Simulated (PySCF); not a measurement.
C4H6BNO, SMILES CC1=CB(O)C=N1.

Geometry optimised at PBE0-D3(BJ)/def2-SVP. The structure was generated by enumeration, and PubChem lists no compound with its InChIKey, so it may never have been made. The values are those of a single conformer.

Method: PBE0-D3(BJ)/def2-SVP (PySCF).

No scaling factor is applied to the harmonic values.

| mode | ν (cm⁻¹) | IR (km/mol) | moving atoms (share of kinetic energy) |
|---|---|---|---|
| 1 | 106 | 0.8 | C 51 %, O 25 %, H 20 % |
| 2 | 184 | 0.8 | H 91 %, C 9 % |
| 3 | 241 | 3.0 | N 34 %, C 33 %, H 17 %, B 13 % |
| 4 | 281 | 3.2 | C 37 %, O 28 %, H 26 % |
| 5 | 402 | 9.2 | C 39 %, H 30 %, N 12 %, O 11 %, B 9 % |
| 6 | 528 | 1.1 | O 42 %, C 33 %, B 14 %, H 9 % |
| 7 | 532 | 16.8 | H 45 %, C 43 % |
| 8 | 633 | 2.2 | C 44 %, N 24 %, H 14 %, B 12 % |
| 9 | 635 | 6.3 | B 32 %, H 30 %, C 25 %, N 14 % |
| 10 | 670 | 95.0 | H 67 %, B 17 %, O 11 % |
| 11 | 809 | 42.9 | H 78 %, C 16 % |
| 12 | 840 | 7.1 | C 56 %, H 29 %, N 13 % |
| 13 | 865 | 6.1 | C 45 %, N 39 %, H 13 % |
| 14 | 897 | 10.1 | H 71 %, C 22 % |
| 15 | 954 | 70.9 | H 63 %, C 14 %, B 11 %, O 9 % |
| 16 | 996 | 0.1 | H 62 %, C 36 % |
| 17 | 1048 | 7.8 | H 54 %, C 46 % |
| 18 | 1116 | 2.7 | C 50 %, H 41 % |
| 19 | 1163 | 101.8 | H 58 %, B 27 %, C 9 % |
| 20 | 1293 | 20.0 | H 60 %, C 23 %, N 13 % |
| 21 | 1305 | 63.4 | C 45 %, H 39 %, B 14 % |
| 22 | 1389 | 54.7 | H 59 %, C 39 % |
| 23 | 1431 | 9.7 | H 96 % |
| 24 | 1435 | 17.9 | H 94 % |
| 25 | 1505 | 420.7 | B 68 %, O 20 % |
| 26 | 1677 | 87.1 | C 86 %, N 9 % |
| 27 | 1707 | 64.5 | C 62 %, N 35 % |
| 28 | 3051 | 3.1 | H 97 % |
| 29 | 3128 | 2.8 | H 91 %, C 9 % |
| 30 | 3156 | 21.4 | H 91 %, C 9 % |
| 31 | 3186 | 9.2 | H 90 %, C 10 % |
| 32 | 3238 | 1.8 | H 91 %, C 9 % |
| 33 | 3895 | 112.8 | H 94 % |
